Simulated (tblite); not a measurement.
A tight-binding relaxation on `C[Si@@H](F)C[C@@H]([SiH3])Br`.

Computed with GFN2-xTB geometry optimisation, gas phase (tblite 0.8.0). Start geometry: from a force field or distance geometry. The input is one job of a driver script: a line of settings, then coordinates in Å.

Command:
```bash
OMP_NUM_THREADS=1 python probes_run.py task.json out
```

Input:
```
{"job": {"kind": "relax", "xc": "GFN2-xTB", "basis": "xTB"}, "charge": 0, "multiplicity": 1}
C     -2.796400    -0.208700     0.410300
Si    -1.390800     0.982400     0.039400
F     -1.199900     2.048500     1.313600
C      0.188000     0.050700    -0.298000
C      1.173400     0.083400     0.843700
Si     2.650200    -0.907800     0.272600
Br     1.852100     1.882400     1.172300
H     -2.432500    -1.260700     0.384200
H     -3.152700     0.004900     1.441500
H     -3.603600    -0.055400    -0.341000
H     -1.792500     1.735000    -1.142400
H      0.680800     0.472400    -1.200800
H     -0.101300    -0.997700    -0.548900
H      0.823400    -0.325100     1.789300
H      2.219500    -1.889000    -0.702200
H      3.665700     0.011200    -0.231300
H      3.209600    -1.614400     1.437200
```

Output:
```
step      E/eV     max force
  0    -648.43178    1.672
  1    -648.57473    0.991
  2    -648.66589    0.827
  3    -648.70193    0.578
  4    -648.74502    0.388
  5    -648.76132    0.352
  6    -648.78149    0.250
  7    -648.79168    0.241
  8    -648.80240    0.239
  9    -648.81191    0.226
... (176 lines left out)
186    -649.08060    0.049
187    -649.08096    0.040
188    -649.08122    0.034
189    -649.08132    0.044
190    -649.08146    0.037
191    -649.08157    0.025
192    -649.08168    0.017
193    -649.08170    0.018
194    -649.08172    0.012
195    -649.08175    0.009
```

«max force» is the largest atomic force in eV/Å.

From which step on does the largest force stay under 0.1 eV/Å, and how much energy is left to gain from there?

From step 142 (0.082 eV/Å), 12.9 meV above the end.

Summary of the converged run: energy lowered by 15.0 kcal/mol over 195 steps; largest atomic force 0.009 eV/Å at the end.

How long does this job take on one thread of an Arm Neoverse N1, shared host?

About 3.0 s.
Labels such as C1 count atoms from 1, the log's own numbers from 0.
